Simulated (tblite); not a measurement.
Species: C6H11FN2Si.
Cartesian coordinates in Å at the GFN2-xTB level; atoms count from 1:
```
atom  x, y, z in Å
C1     2.002   -0.684    0.815
C2     1.888   -0.422   -0.681
C3     0.442   -0.544   -1.180
C4    -0.431    0.503   -0.586
C5    -0.422    1.869   -0.769
F6     0.391    2.562   -1.585
C7    -1.433    2.387    0.054
N8    -2.017    1.403    0.697
N9    -1.415    0.261    0.317
Si10  -2.047   -1.232    1.007
H11    1.673   -1.694    1.052
H12    1.390    0.019    1.376
H13    3.033   -0.573    1.142
H14    2.509   -1.135   -1.226
H15    2.256    0.581   -0.905
H16    0.044   -1.530   -0.928
H17    0.434   -0.434   -2.268
H18   -1.738    3.405    0.189
H19   -0.961   -1.875    1.748
H20   -3.140   -0.773    1.844
H21   -2.468   -2.077   -0.113
```

Computed with GFN2-xTB (tblite): harmonic, unscaled wavenumbers at the GFN2-xTB geometry, gas phase. The method is semi-empirical: single wavenumbers can be off by several per cent or more. Modes of hydrogen on silicon can be 10 to 20 % off. One conformer, not necessarily the lowest.

Harmonic wavenumbers (cm⁻¹): 45.4, 75.0, 86.2, 111.6, 141.0, 170.3, 219.4, 247.6, 295.2, 342.9, 412.0, 438.5, 456.3, 580.6, 586.0, 622.3, 637.5, 687.5, 721.3, 746.1, 769.4, 794.2, 830.8, 836.6, 893.0, 933.0, 978.0, 1065.7, 1085.2, 1106.7, 1119.2, 1174.0, 1207.5, 1234.0, 1253.3, 1318.6, 1341.3, 1353.9, 1416.7, 1432.3, 1458.5, 1485.7, 1492.8, 1502.8, 1505.4, 1603.5, 2250.8, 2266.4, 2383.2, 2959.7, 2973.6, 2981.4, 2996.5, 3028.8, 3033.1, 3042.0, 3183.3.

A = 1276, B = 1087, C = 677.1 MHz; mass 158.068 u (most abundant isotopes); point group C1, symmetry number 1.

Problem. What is the zero-point energy?

Solution. Half the sum of the wavenumbers: 34957 cm⁻¹ = 99.95 kcal/mol.

Problem. Entropy at 273.15 K, 1 bar (ideal gas, RRHO, classical rotation)?

Solution. Translation 40.67, rotation 29.95, vibration 31.48: S = 102.1 cal/(mol K).

Problem. And Cp and H(273.15 K) − H(0)?

Solution. Cp = 40.97 cal/(mol K), of which vibrations give 33.03 (their classical limit is 57 R = 113.3); H(273.15 K) − H(0) = 6.73 kcal/mol without the zero-point energy, 4.56 from vibrations.

Problem. Which modes carry the vibrational entropy at 273.15 K?

Solution. 45.4 cm⁻¹: 4.84; 75.0 cm⁻¹: 3.85; 86.2 cm⁻¹: 3.57; 111.6 cm⁻¹: 3.07; 141.0 cm⁻¹: 2.62; 170.3 cm⁻¹: 2.27 cal/(mol K); the other 51 give 11.26 together.

Problem. Blend soft modes into free rotors: weight 1/[1 + (100 cm⁻¹/ν̃)⁴] for the oscillator and the rest for a rotor with moment μB/(μ + B), μ = h/(8π²ν), B = 10⁻⁴⁴ kg m². What vibrational entropy results?

Solution. 29.05 cal/(mol K) in place of 31.48, which changes −T·S at 273.15 K by +0.66 kcal/mol.

Problem. How do the functions run with temperature in this model?

Solution. 
```tsv
T (K)	S (cal/(mol K))	Cp (cal/(mol K))	H − H(0) (kcal/mol)	G − H(0) (kcal/mol)	ln q(vib)
100	72.9	20.8	1.41	-5.88	2.05
200	90.8	32.2	4.06	-14.10	5.17
300	106.1	44.2	7.88	-23.95	8.26
500	133.8	65.0	18.90	-48.00	14.35
800	169.1	84.9	41.66	-93.61	23.04
1000	189.0	93.3	59.53	-129.46	28.42
```

q(vib) and H(0) count from the zero-point level.

Hindered rotation and anharmonicity are outside this model. Other conformers, if any are populated, would add a mixing term that is left out. The structure is chiral; the term R ln 2 for an equal mix with its mirror image is left out.
